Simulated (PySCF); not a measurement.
Cartesian coordinates in Å; atom numbers follow the order of the lines, from 1:
```xyz
13

O    -1.637   -1.950    1.180
C    -1.009   -1.014    0.637
C    -1.623    0.237    0.226
C    -0.901    1.258   -0.366
C     0.478    1.164   -0.616
C     1.111   -0.026   -0.235
O     2.462   -0.137   -0.470
C     0.412   -1.067    0.359
H    -2.697    0.338    0.410
H    -1.423    2.181   -0.654
H     1.052    1.968   -1.082
H     2.709   -1.011   -0.151
H     0.936   -1.989    0.648
```

Total charge -1.

Geometry: PBE0-D3(BJ)/def2-SVP; GIAO shifts from PySCF, gas phase, non-relativistic, averaged over equivalent atoms.

At PBE0/pcSseg-1 (161 basis functions, 24 s wall time on 1 thread of an Intel Xeon Platinum 8259CL, shared host):
```
atoms  δ (ppm)
   O1    356.4
   O7    114.2
   C2    178.4
   C6    162.7
   C4    131.1
   C3    117.5
   C8    104.0
   C5     85.8
  H10     6.20
   H9     5.30
  H13     4.89
  H11     4.74
  H12     2.10
```

δ = σ(ref) − σ, references computed at the same level: H2O for 17O (334.56 ppm); 13C (184.41 ppm), 1H (31.27 ppm) vs TMS.

Predict the values at HF/pcSseg-2 on the same geometry.

## Answers


| atoms | δ at HF/pcSseg-2 | change |
| --- | --- | --- |
| O1 | 276.6 | -79.8 |
| O7 | 83.4 | -30.8 |
| C2 | 194.0 | +15.6 |
| C6 | 173.3 | +10.6 |
| C4 | 145.0 | +13.9 |
| C3 | 114.3 | -3.2 |
| C8 | 101.6 | -2.4 |
| C5 | 83.4 | -2.4 |
| H10 | 6.82 | +0.62 |
| H9 | 5.54 | +0.24 |
| H13 | 5.20 | +0.31 |
| H11 | 4.79 | +0.05 |
| H12 | 3.08 | +0.98 |

Referencing at the same level of theory: 17O (σref 326.33) vs H2O; TMS for 13C (σref 191.47) and 1H (σref 31.68).

The largest change is at O1 (oxygen bonded to C). Cost: 358 basis functions, 51 s wall time on 1 thread of an Intel Xeon Platinum 8259CL, shared host. The order of the carbon signals is the same at both levels.

Unscaled 17O shifts of doubly bonded oxygen tend to come out too high, by tens of ppm or more. Experimental scales use liquid or dissolved standards, which lie at an offset from isolated H2O (liquid H2O: subtract about 36 ppm).
